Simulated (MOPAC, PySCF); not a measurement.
C3H8Si, SMILES `C(/[SiH3])=C\C`, neutral singlet in the gas phase. 

Z-matrix (Å, degrees):
```
C
C 1 1.3435
H 2 1.0979 1 118.79
H 1 1.0982 2 117.72 3 179.95
C 2 1.4957 3 115.47 1 179.95
H 5 1.0986 2 111.68 3 -179.95
H 5 1.1024 6 108.49 2 -122.51
H 5 1.1024 6 108.49 7 -115.00
Si 1 1.8618 4 118.77 2 179.99
H 9 1.4966 1 109.04 4 -179.99
H 9 1.4984 10 109.04 3 121.69
H 9 1.4984 10 109.04 11 116.64
```
Charge 0, multiplicity 1.

All levels are single points at this geometry (PBE-D3(BJ)/def2-TZVP); Pople sets use spherical d functions. Orbital energies aren't observables, and empty levels follow the basis.

```
level                          HOMO (eV)  LUMO (eV)  gap (eV)  dipole (D)  vertical IE, Delta-SCF (eV)
-----------------------------  ---------  ---------  --------  ----------  ---------------------------
PBE-D3(BJ)/def2-TZVP in PySCF      -6.41      -1.25      5.16        1.40                         9.36
B3LYP/3-21G in PySCF               -7.04       0.12      7.15        1.27                            –
BP86/6-31G* in PySCF               -6.23      -0.94      5.29        1.41                            –
PBE/6-31G* in PySCF                -6.14      -0.85      5.29        1.41                         9.22
SVWN5/6-31G* in PySCF              -6.23      -1.00      5.24        1.42                         9.35
HF/3-21G in PySCF                  -9.81       4.08     13.88        1.34                            –
HF/6-31G* in PySCF                 -9.76       4.04     13.79        1.35                         8.31
AM1 in MOPAC                       -9.89       0.88     10.77        0.63                            –
PM6 in MOPAC                       -9.97       0.60     10.58        1.50                            –
```
